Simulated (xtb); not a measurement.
Harmonic IR lines of one isomer of C9H8BN, unscaled. Computed with GFN2-xTB run with xtb.

wavenumber (cm⁻¹): 123 (w), 542 (vw), 759 (w), 815 (vs), 829 (w), 873 (w), 1011 (w), 1116 (vw), 1173 (w), 1182 (w), 1224 (w), 1230 (m), 1241 (m), 1347 (w), 1362 (w), 1443 (w), 1496 (w), 1556 (w), 2645 (s), 2679 (s), 3041 (m), 3075 (m), 3083 (m), 3092 (m), 3105 (w)

Q: Name which structure gives these lines.
A. `Bc1ccc2ccccc2n1`
B. `Bc1ccnc2ccccc12`
C. `Bc1ccc2cccnc2c1`
D. `Bc1cccc2cccnc12`

A: B, `Bc1ccnc2ccccc12`
